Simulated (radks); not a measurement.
Values are calculated unless marked as measured or tabulated.
Problem. Radial electron density D(r) = 4 pi r^2 rho(r) of an atom or ion with 36 electrons. Level of theory: non-relativistic Kohn-Sham, TPSS, spin-unpolarised, spherical densities, point nucleus; meta-GGA in the generalised Kohn-Sham scheme (a radial shooting solver on a logarithmic mesh with Libxc functionals).

r (bohr)  D(r) (e/bohr)
0.002942          3.829
0.003893          6.212
0.005192          9.962
0.00687           15.25
0.009163          22.61
0.01212           31.29
0.01604           40.25
0.02139           47.30
0.02831           49.43
0.03745           46.40
0.04996           42.12
0.0661            43.97
0.08746           53.58
0.1166            60.92
0.1543            53.72
0.2058            39.64
0.2724            38.79
0.3604            45.43
0.4806            37.08
0.636             18.86
0.8415            9.630
1.122             8.201
1.485             5.096
1.965             1.698
2.621            0.6414
3.467            0.3729
4.625           0.09082
6.119          0.006734
8.096         0.0001045

What is the nuclear charge?

Solution. Z = 40. The innermost maximum, from 1s, lies near 1/Z = 0.025 bohr (found: 0.0274), and its height grows with Z. The density is that of the zirconium ion Zr4+ in [Ar] 3d10 4s2 4p5 5p1; the configuration itself is not fixed sharply by these data, and Z only to a few units. D(r) has 3 maxima, at r = 0.0274, 0.119, 0.372 bohr, and minima at 0.0546, 0.240 bohr, inside which lie 2.06, 11.14 electrons.
